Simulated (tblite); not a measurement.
Species: C6H6NO2 (doublet state).
Bonds: C1–N2, N2–C3, C3–C4 (double), C4–C5, C5–O6 (double), C5–C7, C7–C8 (double), C8–O9, C3–O9. Hydrogens: H10, H11, H12 on C1; H13 on C4; H14 on C7; H15 on C8.

Structure optimised with GFN2-xTB, isolated species. This method treats the open shell by occupation alone, without spin polarisation.

Task: What internal coordinates does the optimisation give?

Result: 
| bond | length (bohr) | order |
| --- | --- | --- |
| C1–N2 | 2.676 | single |
| N2–C3 | 2.447 | single |
| C3–C4 | 2.647 | aromatic |
| C4–C5 | 2.729 | aromatic |
| C5=O6 | 2.314 | double |
| C5–C7 | 2.770 | aromatic |
| C7–C8 | 2.528 | aromatic |
| C8–O9 | 2.536 | aromatic |
| C3–O9 | 2.597 | aromatic |
| C1–H10, C1–H11, C1–H12 | 2.067 | single |
| C4–H13 | 2.036 | single |
| C7–H14 | 2.034 | single |
| C8–H15 | 2.045 | single |

Bonds in one row agree within 0.02 bohr and their mean is given. Orders are formal, as drawn. A selection of angles:
| angle | degrees |
| --- | --- |
| N2–C1–H10 | 108.0 |
| N2–C1–H11 | 114.8 |
| H10–C1–H11 | 108.6 |
| H10–C1–H12 | 106.7 |
| H11–C1–H12 | 110.8 |
| C1–N2–C3 | 122.1 |
| N2–C3–C4 | 119.7 |
| N2–C3–O9 | 120.3 |
| C4–C3–O9 | 120.1 |
| C3–C4–C5 | 122.5 |
| C3–C4–H13 | 117.8 |
| C5–C4–H13 | 119.7 |
| C4–C5–O6 | 123.4 |
| C4–C5–C7 | 113.0 |
| O6–C5–C7 | 123.6 |
| C5–C7–C8 | 120.8 |
| C5–C7–H14 | 118.3 |
| C8–C7–H14 | 120.9 |
| C7–C8–O9 | 125.1 |
| C7–C8–H15 | 123.8 |
| O9–C8–H15 | 111.1 |
| C3–O9–C8 | 118.6 |

Torsions: C1–N2–C3–C4 180° (antiperiplanar). The mirror-image conformer, all signs reversed, is as good.

The 9 heavy atoms lie in one plane (0.001 Å rms). C4 (carbon bonded to 2 C and H) is planar (angles 122.5°, 119.7° and 117.8°, sum 360.0°, 0.00 Å off the plane of its three neighbours). Of the pairs four or more bonds apart, O9···H11 is among the closest relative to their van der Waals radii: 2.39 Å, 88 % of the sum of Bondi's values. The C–N distances run from 1.295 Å (N2–C3, drawn single) to 1.416 Å (C1–N2, drawn single), a spread of 0.121 Å. C8 (carbon bonded to C, O and H) is planar (angles 125.1°, 123.8° and 111.1°, sum 360.0°, 0.00 Å off the plane of its three neighbours). The 6-membered ring C3–C4–C5–C7–C8–O9 has internal angles of 113.0° to 125.1°; it is planar, 0.00 Å rms from its mean plane, widest ring torsion 0°. C5 (carbon bonded to 2 C and O) is planar (angles 123.6°, 123.4° and 113.0°, sum 360.0°, 0.00 Å off the plane of its three neighbours).

Its GFN2-xTB frequencies are all real (lowest 47 cm⁻¹). 2 starts were optimised and ended at 0.00 and 4.00 kcal/mol (GFN2-xTB); the lowest of these is shown.

On one thread of an Arm Neoverse V1, no GPU (shared host), this took 0.41 s of wall time. This is the geometry optimisation.

The numbers are calculated, not measured.
